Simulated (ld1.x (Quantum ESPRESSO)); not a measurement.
What one change does to a pseudopotential (zirconium (Zr), TM)

* Element: Zr (Z = 40)
* Generator: ld1.x (Quantum ESPRESSO) 7.5
* Type: norm-conserving Troullier–Martins (Kleinman–Bylander form)
* Functional: PBE
* Relativity: fully relativistic
* Frozen core: [Kr]
* Valence charge: 4
* Reference configuration: 4d1 5s0 5p0 (charge +3)
* Partial waves: 5p (bound, empty): rc 2.55 bohr; 4d (bound): rc 1.70 bohr; 5s (bound, empty): rc 2.25 bohr
* Local potential: the s channel
* Core correction: Bessel-smoothed model core, default radius (core density twice the valence density)

Open shells are filled in proportion to 2j + 1 (rel_dist='average').

Change: wave 5p (bound): rc 2.55 bohr becomes 5p (bound): rc 2.34 bohr.

Cutoffs: the cutoffs (Ry, on a coarse ladder) from which the occupation-weighted sum of valence levels, in a spherical-Bessel basis at the reference potential, stays within 10 and 1 mRy of its value at 400 Ry; they do not see the model core or the augmentation charge, which bear on the density cutoff. Errors are all-electron minus pseudo energies relative to the spin-unpolarised reference configuration.

Question: Predict the effect on cutoff, ghosts and configuration errors.

Answer: The potential gets neither clearly harder nor softer (30 Ry and 40 Ry → 30 Ry and 40 Ry); both files keep a bound ghost (p); of the 7 tests that both files solve, the error grows in 2 and shrinks in 1 by more than 15 % and 0.3 meV (median size 205.1 → 228.5 meV).

```csv
quantity,base,changed
"cutoff, loose",30 Ry,30 Ry
"cutoff, tight",40 Ry,40 Ry
bound ghosts,"p1/2, p3/2","p3/2, p1/2"
"error for 4d2 5s2 5p0, meV [ΔE -42.70 eV]",-121,-121
"error for 4d2 5s1 5p0, meV [ΔE -35.56 eV]",-205,-205
"error for 4d2 5s0 5p0, meV [ΔE -22.62 eV]",-237,-237
"error for 4d1 5s2 5p1, meV [ΔE -39.70 eV]",+53,+41
"error for 4d2 5s0 5p2, meV [ΔE -36.49 eV]",-161,-228
"error for 4d2 5s0 5p1, meV [ΔE -31.85 eV]",-205,-248
"error for 4d2.5 5s1.5 5p0, meV [ΔE -42.19 eV]",-294,-294
```

 A true bound ghost makes a file unfit for plane-wave use even where its test errors are small: the radial tests pick states by their node count and pass the ghost by.
